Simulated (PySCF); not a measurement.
Computed IR spectrum (relative IR intensity) of a molecule CH₅Cl₂NSi. Geometry optimised at PBE-D3(BJ)/def2-SVP. Other conformers were not sampled. Method: PBE-D3(BJ)/def2-SVP (PySCF). Frequencies are harmonic and unscaled.

```json
[
 {"ν (cm⁻¹)": "130", "relative intensity": "6.1"},
 {"ν (cm⁻¹)": "223", "relative intensity": "4.2"},
 {"ν (cm⁻¹)": "246", "relative intensity": "3.8"},
 {"ν (cm⁻¹)": "279", "relative intensity": "13"},
 {"ν (cm⁻¹)": "446", "relative intensity": "66"},
 {"ν (cm⁻¹)": "463", "relative intensity": "40"},
 {"ν (cm⁻¹)": "551", "relative intensity": "100"},
 {"ν (cm⁻¹)": "702", "relative intensity": "24"},
 {"ν (cm⁻¹)": "735", "relative intensity": "5.1"},
 {"ν (cm⁻¹)": "785", "relative intensity": "47"},
 {"ν (cm⁻¹)": "856", "relative intensity": "57"},
 {"ν (cm⁻¹)": "881", "relative intensity": "78"},
 {"ν (cm⁻¹)": "1223", "relative intensity": "17"},
 {"ν (cm⁻¹)": "1375", "relative intensity": "2.8"},
 {"ν (cm⁻¹)": "1488", "relative intensity": "29"},
 {"ν (cm⁻¹)": "3478", "relative intensity": "18"},
 {"ν (cm⁻¹)": "3575", "relative intensity": "18"}
]
```

Question: Which structure fits?
A) NC[SiH](Cl)Cl
B) C[Si](N)(Cl)Cl
C) CN[SiH](Cl)Cl

Answer: B, C[Si](N)(Cl)Cl
